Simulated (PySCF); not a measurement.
Bonds (- single, = double, # triple, : aromatic): C1-C2 1.501 Å, C2:C3 1.402 Å, C3:C4 1.392 Å, C4:C5 1.395 Å, C5:C6 1.393 Å, C6:C7 1.394 Å, C7:C2 1.399 Å. C1 carries H8, H9, H10; C3 carries H11; C4 carries H12; C5 carries H13; C6 carries H14; C7 carries H15.

[PySCF: structure optimised with PBE0-D3(BJ)/def2-SVP; B3LYP/pcSseg-2 with gauge-including orbitals; couplings computed with B3LYP/pcJ-1 (without the spin–dipole term); rapidly exchanging positions averaged; in vacuum; non-relativistic Hamiltonian; one computed conformer]

Shifts are taken against calculated references (same method and geometry level): ¹H (31.39 ppm) vs TMS.

The spectrum was simulated from the full spin Hamiltonian at 600 MHz with 1.0 Hz Lorentzian lines, from shifts rounded to 0.01 ppm and J to 0.1 Hz, couplings under 1 Hz left out.

Task: List the maxima of its ¹H spectrum with integrals.

Result: 
Maxima in ppm (height), grouped by integral:
4H: 7.405 (7), 7.391 (19), 7.378 (16), 7.346 (30), 7.332 (17)
1H: 7.283 (10), 7.269 (13), 7.256 (6)
3H: 2.440 (100)

Task: Summarise it as multiplets with assignments.

Result: ¹H NMR (600 MHz, computed): δ 7.39 (m, 2H, H12/H14), 7.34 (m, 2H, H11/H15), 7.27 (m, 1H, H13), 2.44 (s, 3H, H8/H9/H10). These are first-order names; overlap and second-order distortion can hide them in the list.

Multiplet labels drop couplings under 1 Hz and merge nearly equal ones. Couplings among chemically equivalent protons are left out too, so labels in AA′BB′ or AA′XX′ sets are apparent multiplicities. Unscaled 3J(H,H) at this level run about 10 % above measured values.
